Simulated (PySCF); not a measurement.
**Working out the ionisation energy of Be⁺**

Be⁺ [He] 2s1 (2S) → Be²⁺ 1s2 (1S). Calculation: PySCF 2.14, in dyall-acv3z (15s9p4d2f, 76 functions); the spin-free X2C one-electron Hamiltonian (Gaussian nucleus). Frozen: nothing; the 5 highest virtual orbitals dropped. Energies in hartree (1 hartree = 27.21139 eV):

| part | Be⁺ (lower) | Be²⁺ (upper) |
| --- | --- | --- |
| UHF | -14.279915 | -13.613661 |
| CCSD correlation | -0.044540 | -0.041834 |
| (T) | -0.000026 | 0.000000 |

Q: What does Hartree-Fock give?

A: (-13.613661) − (-14.279915) = 0.666254 hartree = 18.130 eV.

Q: What do CCSD and CCSD(T) give?

A: The CCSD correlation energies differ by 0.002706 hartree = 0.074 eV and the triples by 0.000026 hartree = 0.001 eV, so CCSD gives 18.204 eV and CCSD(T) 18.205 eV.

Measured between the centres of the two terms (NIST): 18.211 eV, so CCSD(T) (valence and next inner shell) is off by -0.006 eV.

What remains against the reference includes basis incompleteness and higher excitations.
